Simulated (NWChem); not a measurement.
# Correlation energy of H$_{2}$Sb

```
Sb
H 1 1.7280
H 1 1.7280 2 90.14
```
Charge 0, spin multiplicity 2.

Program: NWChem. Structure: optimised with UB3LYP/def2-SVP with def2 effective core potentials on Sb, a minimum by its harmonic frequencies.

Basis set: def2-SVP. Each correlation energy counts from its own Hartree-Fock reference.

| method | correlation energy (mHa) |
|---|---|
| CCSD(T) on ROHF | -138.4 |
| CCSD on UHF | -131.5 |
| CCSD on ROHF | -135.2 |
| CCSD[T] on ROHF | -138.5 |
| CCSD(T) on UHF | -134.6 |
| UMP2 | -108.4 |
| CCSD[T] on UHF | -134.7 |
| SCS-UMP2 | -110.6 |

The values span 30.0 mHa, from CCSD[T] on ROHF (lowest) to UMP2 (highest). 

Effective core potentials replace the inner electrons of Sb; spin-orbit coupling is left out. The correlated methods keep 4 core orbitals frozen. The structure started from a generated list of species. The unpaired electrons of the parent sit in orbitals of symmetry b2 (C2v labels of the run); other states weren't searched. No SCF solution was tested for a lower state. Open-shell Hartree-Fock references start from PBE0 orbitals. Coupled-cluster values serve here as a point of comparison, not as the truth.
